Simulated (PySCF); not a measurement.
## Radial density of W⁶²⁺ (tungsten, charge +62)

B3LYP, [Ne] 3s2, closed-shell 1S. Computed with PySCF 2.14 in an uncontracted even-tempered set (16 s from 18 bohr⁻², ratio 2.5; 10 p from 23 bohr⁻², ratio 2.5; 4 d from 84 bohr⁻², ratio 2.7; 4 f from 130 bohr⁻², ratio 2.7), with the non-relativistic Hamiltonian (point nucleus).

| r (bohr) | 4πr²ρ (e/bohr) |
| --- | --- |
| 0.000313 | 0.3421 |
| 0.000526 | 0.9378 |
| 0.000885 | 2.516 |
| 0.00149 | 6.510 |
| 0.00251 | 15.84 |
| 0.00421 | 34.82 |
| 0.00709 | 64.48 |
| 0.0119 | 90.48 |
| 0.0201 | 86.84 |
| 0.0337 | 79.43 |
| 0.0567 | 109.5 |
| 0.0954 | 64.69 |
| 0.161 | 17.71 |
| 0.270 | 5.997 |
| 0.454 | 0.1051 |

A non-relativistic calculation at this Z misses sizeable relativistic shifts. Spin-orbit coupling, which splits the p, d and f shells strongly at this Z, is absent.
